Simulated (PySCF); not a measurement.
## RbSr and its ions

ROHF-CCSD(T); basis Rb def2-SVP with ECP28, Sr def2-SVP with ECP28; scalar-relativistic core potentials; PySCF 2.14. Neutral (ROHF): doublet (σ ↑), Re = 5.060 Å, ωe = 28.3 cm⁻¹, De = 0.11 eV.

RbSr⁺ (RHF): singlet (closed shell), Re = 4.574 Å, ωe = 50.3 cm⁻¹, De = 0.46 eV to Rb⁺ + Sr. The energies at the minima are -54.29608 hartree for RbSr and -54.15920 for RbSr⁺.

(1) Work out the adiabatic ionisation energy, without and with harmonic zero-point energies (1 hartree = 27.2114 eV, 1 eV = 8065.5 cm⁻¹), and the change of the bond length.

Correlated steps freeze no core orbitals. Weak bonds: RbSr, RbSr⁺. Basis-set superposition, not corrected here, can be much of De in a small basis, most of all at correlated wavefunction levels. For an ion De counts to the pair picked by the measured ionisation energies or electron affinities, which need not be the lowest pair at this level. States were picked by a PBE0 search and need not be the measured ground states.

Results:

(1) At CCSD(T): 0.13688 hartree = 3.725 eV between the minima; the zero-point term (50.3 − 28.3)/2 cm⁻¹ = +0.001 eV makes it 3.726 eV. Re changes by -48.6 pm against the neutral. The electron leaves a σ orbital, and the shorter bond of the ion fits an antibonding orbital, or a change in how ionic the bond is.
